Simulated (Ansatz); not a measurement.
Reaction (formal exchange of groups at the Si–C bond): `O=C[SiH](O)Cl` + `C1=CN1` → `O[SiH](Cl)C1=CN1` + `C=O`

Isolated molecules relaxed with PBE0-D4/def2-TZVP in Ansatz; ΔE leaves out vibrations. CBS: MP2 limit from def2 TZ/QZ plus the TZ coupled-cluster correction, frozen cores. This one scheme is used for every species. DFT in def2-TZVPP. B3LYP here is the variant with VWN-RPA as its local correlation; programs differ in this. Each species was taken in one conformer, which may not be the lowest.

| level | ΔE (kJ/mol) | difference from CCSD(T)/CBS |
| --- | --- | --- |
| PBE0-D4 | -50.6 | 0.9 |
| B3LYP-D4 | -52.2 | -0.7 |
| ωB97X-V | -47.6 | 3.9 |
| B2PLYP | -53.0 | -1.5 |
| PBE | -46.6 | 4.9 |
| CCSD/def2-TZVPP | -52.3 | -0.8 |
| HF/def2-QZVPP | -55.1 | -3.6 |
| MP2/def2-QZVPP | -58.3 | -6.8 |
| MP2/CBS(def2) | -57.7 | -6.2 |
| CCSD/CBS(def2) | -50.8 | 0.7 |
| CCSD(T)/CBS | -51.5 | 0 |

Largest T1 diagnostic among the species: 0.015.
